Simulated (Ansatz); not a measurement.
```yaml
crystal:
  periodic: [false, false, false]
  atoms:
    - {symbol: Si, position_ang: [-0.379898, 0.989457, -0.149505]}
    - {symbol: N, position_ang: [0.331913, -0.544533, 0.279377]}
    - {symbol: C, position_ang: [0.457606, -1.625402, 0.537834]}
    - {symbol: S, position_ang: [0.823939, -3.112360, 0.886252]}
    - {symbol: H, position_ang: [-0.996191, 1.044099, -1.879254]}
    - {symbol: H, position_ang: [-1.069030, 1.579576, 0.675994]}
    - {symbol: H, position_ang: [1.108465, 1.993448, -0.443062]}
basis:
  gaussian: {orbitals: cc-pVTZ}
total_charge: -1
magnetization: {spin_polarized: true, initial_magnetization: 1}
hamiltonian: {xc: {name: revPBE}}
relax: {f_tol: 0.001, max_steps: 3}
output: {forces: true}
```

```sh
$ ansatz run in.yaml --threads 2 --pin off --events-out ev --progress --plain --max-ram 32768MiB --backend cpu
```

It prints (some lines left out):

```
Functional definition: revPBE
  name "revPBE"
  cite "Zhang & Yang, Phys. Rev. Lett. 80, 890 (1998) doi:10.1103/PhysRevLett.80.890"
  cite "Perdew, Burke & Ernzerhof, Phys. Rev. Lett. 77, 3865 (1996) doi:10.1103/PhysRevLett.77.3865"
  parameter kappa = 1.245
  parameter beta = 0.06672455060314922
  exchange = pbe_x(kappa = kappa, mu = beta*pi^2/3)
  correlation = pbe_c(beta = beta)
1062 factors; their error is unknown
mean field evaluation 1: about -21280.5398 eV, gradient 2.6e1 eV
mean field evaluation 2: about -21273.5716 eV, gradient 4.6e1 eV
mean field evaluation 4: about -21283.5504 eV, gradient 2.6e0 eV
mean field evaluation 8: about -21283.6010 eV, gradient 2.1e-1 eV
mean field evaluation 16: about -21283.5592 eV, gradient 7.4e-4 eV
mean field -21283.55923368 eV, -782.1563753230 hartree, gradient 1.5e-5 eV, S^2 0.754337; 5 other end points of the search recorded, 0 dependent functions left out
the calculation of the forces begins
reference -21283.55928450 eV, -782.1563771906 hartree; 24, 23 occupied and 146, 147 virtual orbitals, 1062 factors
relax step   1: F+E_penalty+E_count = -21283.55923368 eV  Δ(F+E_penalty+E_count) = +0.000e0 eV  max|allowed force component| = 1.082e1 eV/Å  Δτ_max = 0.0000 Å  (105 SCF iters, accepted)
these checks for a lower state are left out or cut short: starts, cluster_reference, orbital_swaps, neighbouring_geometries, increment
1062 factors; their error is unknown
mean field -21285.59794289 eV, -782.2312965047 hartree, gradient 4.0e-5 eV, S^2 0.754432; 0 other end points of the search recorded, 0 dependent functions left out
the calculation of the forces begins
reference -21285.59799133 eV, -782.2312982848 hartree; 24, 23 occupied and 146, 147 virtual orbitals, 1062 factors
relax step   2: F+E_penalty+E_count = -21285.59794289 eV  Δ(F+E_penalty+E_count) = -2.039e0 eV  max|allowed force component| = 3.653e0 eV/Å  Δτ_max = 0.1947 Å  (46 SCF iters, accepted)
these checks for a lower state are left out or cut short: starts, cluster_reference, orbital_swaps, neighbouring_geometries, increment
1062 factors; their error is unknown
mean field -21286.17283930 eV, -782.2524235580 hartree, gradient 4.1e-5 eV, S^2 0.754926; 0 other end points of the search recorded, 0 dependent functions left out
the calculation of the forces begins
reference -21286.17288768 eV, -782.2524253362 hartree; 24, 23 occupied and 146, 147 virtual orbitals, 1062 factors
relax step   3: F+E_penalty+E_count = -21286.17283930 eV  Δ(F+E_penalty+E_count) = -5.749e-1 eV  max|allowed force component| = 1.320e0 eV/Å  Δτ_max = 0.1945 Å  (41 SCF iters, accepted)
Error: geometry relaxation did not converge after 3 steps: max|allowed force component| = 1.32e0 eV/Å (threshold 1.0e-3). Raise `relax.max_steps` over both its present limit and 3, loosen `relax.f_tol`, or start from a geometry closer to equilibrium. Where this run's directory can be resumed (`checkpoint.write`), a resume goes on for up to `relax.max_steps` more
```

In this input the relaxation is allowed too few steps for its threshold. The run did not converge.
